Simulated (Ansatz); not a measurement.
Si20AsH28⁻. Charge -1, multiplicity 1. Geometry PBE-D4/def2-SVP; atoms count from 1.

Cartesian coordinates in Å:
```
As -3.154 2.357 2.371
Si -2.245 -1.976 2.143
Si 0.292 1.390 4.015
Si 0.216 4.006 1.216
Si -1.247 0.675 -0.001
Si 1.173 3.184 -2.342
Si 2.265 0.976 0.617
Si -0.225 0.066 -3.953
Si 0.110 -2.031 2.333
Si -1.080 -4.807 0.205
Si 1.171 -2.134 -1.339
Si -2.582 -2.136 -1.912
Si 3.539 0.305 -2.970
Si -0.970 3.119 3.042
Si -2.801 -3.187 0.186
Si 1.405 -0.082 2.547
Si 0.506 2.231 -0.299
Si -0.681 -0.762 -1.796
Si 1.679 1.453 -3.852
Si 2.973 -0.681 -0.906
Si 0.807 -3.444 0.574
H -3.817 3.584 3.065
H -3.098 3.130 1.040
H -2.958 -0.678 2.394
H -2.708 -2.943 3.228
H -0.570 0.584 4.966
H 1.343 2.064 4.877
H -0.607 5.127 0.618
H 1.516 4.626 1.686
H -2.356 1.378 -0.803
H 0.046 4.020 -2.910
H 2.366 4.110 -2.209
H 3.477 1.778 1.046
H -1.375 0.905 -4.467
H 0.002 -1.030 -4.975
H 0.400 -2.815 3.604
H -1.258 -5.810 1.323
H -1.001 -5.583 -1.089
H 1.525 -3.025 -2.511
H -3.804 -1.294 -2.204
H -2.542 -3.226 -2.964
H 4.693 1.274 -2.820
H 4.002 -0.768 -3.932
H -1.159 4.162 4.127
H -4.155 -3.846 0.348
H 2.613 -0.575 3.331
H 2.051 1.991 -5.221
H 4.172 -1.435 -0.368
H 2.051 -4.224 0.940
```

Single mean-field runs in def2-SVP are fitted with def2-universal-jkfit.

Question: Estimate the Mulliken populations of the heavy atoms from the PBE0/def2-SVP orbitals of Ansatz.

Answer: 
| atom | charge (e) |
| --- | --- |
| As1 | -0.03 |
| Si2 | 0.06 |
| Si3 | 0.14 |
| Si4 | 0.14 |
| Si5 | -0.18 |
| Si6 | 0.16 |
| Si7 | 0.03 |
| Si8 | 0.17 |
| Si9 | 0.01 |
| Si10 | 0.10 |
| Si11 | 0.00 |
| Si12 | 0.17 |
| Si13 | 0.12 |
| Si14 | -0.02 |
| Si15 | -0.09 |
| Si16 | -0.03 |
| Si17 | -0.28 |
| Si18 | -0.27 |
| Si19 | -0.13 |
| Si20 | -0.04 |
| Si21 | -0.05 |
Mulliken values depend strongly on the basis.

Question: And the Mayer bond orders between heavy atoms (over 0.3)?

Answer: As1–Si14 0.98 (2.41 Å); Si2–Si9 0.94 (2.36 Å); Si2–Si15 0.94 (2.37 Å); Si3–Si14 0.94 (2.35 Å); Si3–Si16 0.94 (2.36 Å); Si4–Si14 0.94 (2.35 Å); Si4–Si17 0.93 (2.35 Å); Si5–Si17 0.94 (2.36 Å); Si5–Si18 0.92 (2.37 Å); Si6–Si17 0.91 (2.35 Å); Si6–Si19 0.94 (2.35 Å); Si7–Si16 0.93 (2.36 Å); Si7–Si17 0.91 (2.35 Å); Si7–Si20 0.93 (2.36 Å); Si8–Si18 0.90 (2.36 Å); Si8–Si19 0.94 (2.36 Å); Si9–Si16 0.95 (2.35 Å); Si9–Si21 0.94 (2.36 Å); Si10–Si15 0.93 (2.36 Å); Si10–Si21 0.94 (2.36 Å); Si11–Si18 0.90 (2.35 Å); Si11–Si20 0.93 (2.35 Å); Si11–Si21 0.93 (2.35 Å); Si12–Si15 0.93 (2.36 Å); Si12–Si18 0.94 (2.35 Å); Si13–Si19 0.94 (2.36 Å); Si13–Si20 0.95 (2.36 Å).
